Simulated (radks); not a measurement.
Spin polarisation of the 6s1 shell in Ba+. Start: [Xe] 6s(up 0.5, down 0.5); electrons of 6s are moved from spin down to spin up, other shells keep equal spins. Calculated with a radial shooting solver on a logarithmic mesh with Libxc functionals: non-relativistic Kohn-Sham, PBEsol, spin-polarised, spherical densities, point nucleus.

| moment (Bohr magnetons) | E - E(0) (eV) | e(6s up) (eV) | e(6s down) (eV) | 5p down minus up (eV) | 5s down minus up (eV) | 4d down minus up (eV) |
|---|---|---|---|---|---|---|
| 0 | 0.000 | -7.340 | -7.340 | 0.000 | 0.000 | 0.000 |
| 0.25 | -0.012 | -7.435 | -7.237 | 0.027 | 0.017 | 0.005 |
| 0.5 | -0.049 | -7.521 | -7.132 | 0.055 | 0.035 | 0.011 |
| 0.75 | -0.109 | -7.595 | -7.037 | 0.084 | 0.054 | 0.016 |

At moment 0.75 the spin-polarisation energy is -0.109 eV and the 6s exchange splitting 0.558 eV, that is 0.744 eV per Bohr magneton; E = -I m^2/4 would give I = 0.773 eV.
